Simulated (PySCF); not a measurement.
Te(Et)(SH) (C2H6STe), SMILES S[Te]CC.

Geometry optimised at B3LYP-D3(BJ)/def2-SVP. This is a generated structure with no PubChem entry under its InChIKey; it may be hypothetical. The def2 effective core potentials stand for the cores of Te; spin–orbit coupling is left out. One conformer was computed; it need not be the lowest.

These are TDDFT-PBE/def2-SVPD (PySCF) values and carry that method's errors.

Vertical excitations. 

Computed UV-visible absorptions:
| state | energy (eV) | λ (nm) | f | main pairs |
|---|---|---|---|---|
| S1 | 2.84 | 436 | 0.002 | HOMO→LUMO 100 % |
| S2 | 3.72 | 334 | 0.007 | HOMO−1→LUMO 99 % |
| S3 | 4.28 | 290 | 0.000 | HOMO→LUMO+1 98 % |
| S4 | 4.65 | 267 | 0.025 | HOMO→LUMO+2 98 % |
| S5 | 5.11 | 243 | 0.007 | HOMO−2→LUMO 72 %, HOMO−1→LUMO+1 25 % |
| S6 | 5.24 | 237 | 0.017 | HOMO−1→LUMO+1 56 %, HOMO→LUMO+3 20 %, HOMO−2→LUMO 13 % |
| S7 | 5.29 | 234 | 0.037 | HOMO→LUMO+3 78 % |
| S8 | 5.62 | 221 | 0.010 | HOMO−1→LUMO+2 99 % |
| S9 | 5.72 | 217 | 0.023 | HOMO→LUMO+4 98 % |
| S10 | 5.84 | 212 | 0.028 | HOMO→LUMO+5 96 % |
| T1 | 2.27 | 547 | 0 | HOMO→LUMO 100 % |
| T2 | 3.23 | 384 | 0 | HOMO−1→LUMO 100 % |
| T3 | 3.74 | 331 | 0 | HOMO→LUMO+1 99 % |
| T4 | 4.46 | 278 | 0 | HOMO→LUMO+2 97 % |
Triplets are in the Tamm–Dancoff approximation, which puts them higher than full response would, so one can lie above its singlet here.
